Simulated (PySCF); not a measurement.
C4H10BN, SMILES C=C(C)B(C)N. Geometry: PBE-D3(BJ)/def2-SVP. The structure was generated by enumeration, and PubChem lists no compound with its InChIKey, so it may never have been made. Other conformers were not sampled.

Computed equilibrium geometry at PBE-D3(BJ)/def2-SVP (PySCF confirms it by a frequency run) as bond lengths and angles (one conformer of several):
Atoms: C1 C2 C3 B4 C5 N6 H7 H8 H9 H10 H11 H12 H13 H14 H15 H16. Bonded distances (Å): C1–C2 1.354, C1–H7 1.104, C1–H8 1.105, C2–C3 1.511, C2–B4 1.587, C3–H9 1.112, C3–H10 1.112, C3–H11 1.109, B4–C5 1.587, B4–N6 1.407, C5–H12 1.109, C5–H13 1.111, C5–H14 1.112, N6–H15 1.020, N6–H16 1.021. Angles (°): C2–C1–H7 121.7, C2–C1–H8 122.2, H7–C1–H8 116.1, C1–C2–C3 120.7, C1–C2–B4 120.5, C3–C2–B4 118.7, C2–C3–H9 111.4, C2–C3–H10 110.9, C2–C3–H11 112.5, H9–C3–H10 105.7, H9–C3–H11 108.0, H10–C3–H11 108.0, C2–B4–C5 121.0, C2–B4–N6 118.7, C5–B4–N6 120.3, B4–C5–H12 114.2, B4–C5–H13 111.1, B4–C5–H14 110.1, H12–C5–H13 108.0, H12–C5–H14 107.5, H13–C5–H14 105.5, B4–N6–H15 123.4, B4–N6–H16 122.7, H15–N6–H16 113.9.
Charge 0, spin multiplicity 1.
